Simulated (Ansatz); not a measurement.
Ansatz (a first-principles code) input (PBE0/def2-SVP):

Ansatz 0.2 input:
```yaml
crystal:
  periodic: [false, false, false]
  atoms:
    - {symbol: C, position_ang: [-3.12974761, 0.08927978, 0.27092046]}
    - {symbol: C, position_ang: [-2.04157612, -0.96786760, 0.12100595]}
    - {symbol: Ge, position_ang: [-0.24313871, -0.19839054, 0.00989730]}
    - {symbol: Br, position_ang: [-0.07643299, 1.22829461, -1.81258535]}
    - {symbol: Br, position_ang: [0.24097281, 1.02555622, 1.92098460]}
    - {symbol: Br, position_ang: [1.35614310, -1.86044445, -0.21631607]}
    - {symbol: H, position_ang: [-3.14005605, 0.77362298, -0.57799648]}
    - {symbol: H, position_ang: [-2.99076813, 0.67826747, 1.17804231]}
    - {symbol: H, position_ang: [-4.11015900, -0.38750440, 0.32837909]}
    - {symbol: H, position_ang: [-2.01260225, -1.65448490, 0.96848199]}
    - {symbol: H, position_ang: [-2.16193551, -1.55910042, -0.78809019]}
basis:
  gaussian:
    orbitals: def2-SVP
hamiltonian:
  xc: {name: PBE0}
```

End of the output:

```
integrals: 0.23 GiB planned
1777 factors; integrals over basis functions are off by at most 1.5e-3 eV
0.22 GiB of the device are held for the grids
1.12 GiB of device memory are held for the factors and their scratch space
mean field: 0.40 GiB planned
mean field evaluation 1: about -268743.0219 eV, gradient 4.9e1 eV
mean field evaluation 2: about -268738.8102 eV, gradient 6.4e1 eV
mean field evaluation 4: about -268748.8647 eV, gradient 2.0e0 eV
mean field evaluation 8: about -268748.9335 eV, gradient 1.4e-1 eV
mean field evaluation 16: about -268748.9335 eV, gradient 5.2e-5 eV
mean field -268748.93351407 eV, -9876.3411420724 hartree, gradient 5.2e-5 eV, S^2 0.000000; 0 other end points of the search recorded, 0 dependent functions left out
reference -268748.93354480 eV, -9876.3411432015 hartree; 77, 77 occupied and 104, 104 virtual orbitals, 1777 factors
Total energy: -268748.93354480 eV, -9876.3411432015 hartree
```
